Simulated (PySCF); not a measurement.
## TDDFT excited states: C5H7NO3

Compound: C5H7NO3.
SMILES with atom numbers: `[CH2:1]=[CH:2][O:3][C:4](=[O:5])[CH2:6][C:7]([NH2:8])=[O:9]` (hydrogens: H10, H11 on C1; H12 on C2; H13, H14 on C6; H15, H16 on N8)

Level of theory: PySCF 2.14.0, density-fitted response routines, TDDFT PBE0/def2-SVPD, vertical, gas phase, core orbitals frozen in the response. Isolated species at its GFN2-xTB geometry (one conformer only).

```tsv
state	E (eV)	E (hartree)	f	main configurations (H = HOMO, L = LUMO)
S1	5.40	0.1985	0.057	H→L (68%), H→L+1 (14%)
S2	5.76	0.2116	0.0023	H-3→L (61%), H-2→L (27%)
S3	6.03	0.2216	0.180	H-1→L (47%), H-3→L (17%), H→L (16%)
S4	6.11	0.2246	0.111	H-2→L (44%), H→L+1 (16%), H→L+3 (14%)
S5	6.20	0.2278	0.050	H-1→L (40%), H→L+1 (20%), H-2→L (12%)
S6	7.19	0.2641	0.079	H→L+2 (39%), H→L+3 (29%), H→L+1 (19%)
S7	7.30	0.2684	0.016	H-1→L+1 (45%), H-1→L+2 (27%), H→L+3 (10%)
S8	7.40	0.2719	0.014	H→L+2 (51%), H→L+1 (23%), H→L+3 (14%)
```

Triplets, Tamm–Dancoff:

```csv
state,E (eV),λ (nm),"main configurations (H = HOMO, L = LUMO)"
T1,4.18,296.7,"H-1→L (52%), H→L (15%), H-1→L+1 (15%)"
T2,4.97,249.5,"H→L (46%), H→L+1 (22%), H-1→L (11%)"
T3,5.30,233.9,"H-3→L (40%), H-2→L (28%), H-2→L+1 (10%)"
```

The lowest singlet comes at 230 nm (521 kJ/mol) in the ultraviolet; it is of moderate strength; its leading configuration is HOMO→LUMO (68%). The most intense listed level is S3 at 6.03 eV (206 nm, f = 0.180), 0.63 eV above S1. Löwdin shares by element: HOMO oxygen 56% or more, carbon 24% or more (atoms not listed hold the other 21%); LUMO carbon 50% or more, oxygen 18% or more (atoms not listed hold the other 32%). Of the 8 states listed, 7 reach f = 0.01 and none stays under 0.0005. The listed states span 2.00 eV, and the widest gap between neighbours is 0.99 eV (S5 to S6). Weighted by f, the mean energy of these states is 6.25 eV. No computed singlet lies in the visible range (380 to 750 nm); the lowest, at 230 nm, stands 2.14 eV above its violet end (3.26 eV). Singlets were solved by full linear response, triplets in the Tamm–Dancoff approximation.

The run took 52 s of wall time on Arm Neoverse V1, one thread, on a shared host, and the process peaked at 1.0 GiB of memory.
